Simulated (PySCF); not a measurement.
NMR data sheet: C₂H₉F₃OSi₃

```
Formula                               : C2H9F3OSi3
SMILES                                : F[SiH2]C(F)(F)OC([SiH3])[SiH3]
InChI                                 : InChI=1S/C2H9F3OSi3/c3-2(4,9-5)6-1(7)8/h1H,9H2,7-8H3
Point group of the computed structure : C1
Degrees of unsaturation               : 0
Carbon signals                        : 2
Proton signals                        : 3
```

Structure with atom numbers: `[F:1][SiH2:2][C:3]([F:4])([F:5])[O:6][CH:7]([SiH3:8])[SiH3:9]`; H(Xn) means a hydrogen on atom n.

[PySCF 2.14: GIAO PBE0/pcSseg-1 shieldings; coordinates at the GFN2-xTB level; isolated molecule; equivalent nuclei averaged; non-relativistic Hamiltonian; one conformer]

δ = σ(ref) − σ, references computed at the same level: TMS for 1H (σ = 31.72 ppm) and 13C (σ = 186.93 ppm) and 29Si (σ = 349.16 ppm); 19F (σ = 170.95 ppm) vs CFCl3; 17O (σ = 336.08 ppm) vs H2O.

| carbon | δC, type | δH (multiplicity) | HMBC from (2–3 bonds) | span of the C tensor (ppm) |
| --- | --- | --- | --- | --- |
| C3 | 133.2, C | – | H(Si2), H(C7) | 30 |
| C7 | 53.5, CH | 4.82 (sept) | H(Si8)/H(Si9) | 123 |

Other nuclei:
```
        atoms  nucleus                           environment  δ (ppm)  σ (ppm)
       H(Si2)       1H  hydrogen on a silicon bonded to C, F     4.93    26.79
H(Si8)/H(Si9)       1H     hydrogen on a silicon bonded to C     4.14    27.57
        F4/F5      19F               fluorine of a CF2 group    -92.3    263.3
           F1      19F                 fluorine bonded to Si   -227.6    398.6
          Si2     29Si           silicon bonded to C, F, 2 H    -13.4    362.5
      Si8/Si9     29Si              silicon bonded to C, 3 H    -67.5    416.6
           O6      17O                          ether oxygen    105.6    230.5
```

Carbon types of the structure: 1 × C, 1 × CH, leaving 8 H on heteroatoms. δC 133.2: fully substituted sp3 carbon bonded to 2 F and O and Si; 3 electronegative neighbours deshield it. δC 53.5: sp3 CH bonded to O and 2 Si; deshielded by the electronegative neighbour. δH 4.93: hydrogen on a silicon bonded to C, F. δH 4.82: hydrogen on an sp3 CH bonded to O and 2 Si; its carbon carries O, an electronegative neighbour. δH 4.14: hydrogen on a silicon bonded to C.

Splittings by 19F in the carbon and heteronuclear signals aren't shown, as no couplings were computed. Shifts are as computed. Against solution values, carbons near 30 ppm lie about +3 ppm off and those near 130 ppm about +5 ppm. Of 1309 compounds with measured shifts, 239 miss one by over three times the rms of a fit or turn the order of signals round; such compounds aren't used in these exercises. Unscaled 19F shifts against computed CFCl3 carry errors that often reach 10 to 50 ppm. Experimental scales use liquid or dissolved standards, which lie at an offset from isolated H2O (liquid H2O: subtract about 36 ppm). Multiplicities follow the n + 1 count of equivalent neighbours, as no J values were calculated; m marks all less simple cases, F and P coupling included.
